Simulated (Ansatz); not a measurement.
Calculated with Ansatz (gas phase, PBE0-D4/def2-TZVP geometries, no zero-point term in ΔE). CCSD(T)/CBS adds triple-zeta CCSD(T) − MP2 to the extrapolated MP2 energy (def2 sets, frozen cores). DFT in def2-TZVPP. Elements past krypton have def2 core potentials. For I outer-core shells are correlated without core-valence functions, which leaves a few kJ/mol of doubt a bond. Each species was taken in one conformer, which may not be the lowest.

Reaction (ligand exchange at a B–C bond): `BCCI` + `N=C(O)[SiH3]` → `B/N=C(/O)[SiH3]` + `CCI`

`BCCI`:

```xyz
10

B    -0.119    0.391    1.498
C     0.193   -0.445    0.224
C    -0.125    0.220   -1.092
I     0.343   -1.011   -2.796
H     0.109   -0.084    2.572
H    -0.580    1.496    1.440
H    -0.335   -1.405    0.322
H     1.252   -0.738    0.275
H     0.447    1.132   -1.246
H    -1.184    0.445   -1.199
```

`N=C(O)[SiH3]`:

Cartesian coordinates in Å:
```
N 1.080 1.313 -0.263
C 0.650 0.137 -0.080
O 1.520 -0.890 -0.046
Si -1.152 -0.417 0.165
H 0.329 1.995 -0.269
H 2.403 -0.510 -0.180
H -1.986 0.810 0.118
H -1.545 -1.348 -0.922
H -1.299 -1.090 1.478
```

`B/N=C(/O)[SiH3]`:

Cartesian coordinates in Å:
```
B -0.089 -2.207 -0.341
N 0.262 -0.901 -0.188
C 0.496 0.311 -0.032
O 1.739 0.839 -0.151
Si -0.830 1.604 0.396
H -0.064 -2.934 0.611
H -0.400 -2.605 -1.429
H 2.352 0.122 -0.368
H -0.477 2.246 1.685
H -2.125 0.895 0.493
H -0.864 2.629 -0.677
```

`CCI`:

```xyz
8

C    -0.009    0.811   -0.144
C    -0.034   -0.615    0.342
I     0.307   -2.017   -1.250
H    -0.187    1.486    0.700
H    -0.782    0.992   -0.892
H     0.956    1.066   -0.584
H    -0.998   -0.899    0.760
H     0.747   -0.825    1.069
```

CCSD(T)/CBS gives -1.12 eV.

Task: Another level gave -1.20 eV. Which?
A. PBE0/def2-TZVPP
B. CCSD/def2-TZVPP
C. PBE-D4/def2-TZVPP
D. HF/def2-TZVPP

Result: A. PBE0 -1.20, PBE-D4 -1.27, CCSD/def2-TZVPP -1.10, HF/def2-TZVPP -1.05 eV.

Largest T1 diagnostic among the species: 0.015.

From PBE to PBE0 (25 % exact exchange), in def2-TZVPP and without D4, ΔE moves by +0.07 eV. In def2-TZVPP, CCSD(T) changes the Hartree–Fock value by −0.07 eV (the triples alone add −0.02 eV) and MP2 by −0.10 eV.
